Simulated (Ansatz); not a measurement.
C3H9AgClP, SMILES `C[P+](C)(C)[Ag-][Cl]`, 15 atoms. The species carries charge 0 and has multiplicity 1. Correlated methods include outer-core shells of Ag, which these sets cover unevenly. Ag: def2 effective core potential. All runs use 2 threads of an AMD EPYC 7R13 on a shared host and a share of an NVIDIA H100 80 GB. Correlated methods freeze the cores. Open-shell runs search over several starts.

Question: Give the basis size and wall time and peak host memory of each of these runs in Ansatz. RKS SPW92 (LDA)/def2-TZVPP energy; UKS PBE-D4/def2-TZVPP energy of the cation; direct RPA on PBE orbitals/def2-TZVPP energy; UKS r2SCAN-D4/def2-TZVPP energy of the cation; RKS ωB97M-V/def2-QZVPP energy; RKS ωB97M-V/def2-SVP energy; UKS PBE0-D4/def2-TZVPP energy of the cation; RKS PBE0-D4/def2-TZVP relaxation (5 steps); RKS PBE0-D4/def2-SVP energy; UKS B3LYP-D4/def2-TZVPP energy of the cation; RKS r2SCAN-D4/def2-TZVPP energy and forces; RKS r2SCANh-D4/def2-TZVPP energy. (Best estimate.)

Answer: Computed: Other jobs shared the machine, so times are rough.

```
                                level                   job  functions  wall time  peak host memory (GiB)
           RKS SPW92 (LDA)/def2-TZVPP                energy        359      6.5 s                    0.88
            RKS r2SCANh-D4/def2-TZVPP                energy        359      9.5 s                    0.93
             RKS r2SCAN-D4/def2-TZVPP     energy and forces        359       11 s                    0.93
                 RKS ωB97M-V/def2-SVP                energy        154       12 s                    0.93
                 RKS PBE0-D4/def2-SVP                energy        154       14 s                    0.83
direct RPA on PBE orbitals/def2-TZVPP                energy        359       14 s                     1.6
               RKS ωB97M-V/def2-QZVPP                energy        669       19 s                     1.4
                RKS PBE0-D4/def2-TZVP  relaxation (5 steps)        261       19 s                    0.94
                UKS PBE-D4/def2-TZVPP  energy of the cation        359       35 s                       1
              UKS B3LYP-D4/def2-TZVPP  energy of the cation        359       51 s                    0.99
             UKS r2SCAN-D4/def2-TZVPP  energy of the cation        359       89 s                     1.1
               UKS PBE0-D4/def2-TZVPP  energy of the cation        359    2.3 min                       1
```

B3LYP here is the variant with VWN-RPA as its local correlation; programs differ in this.
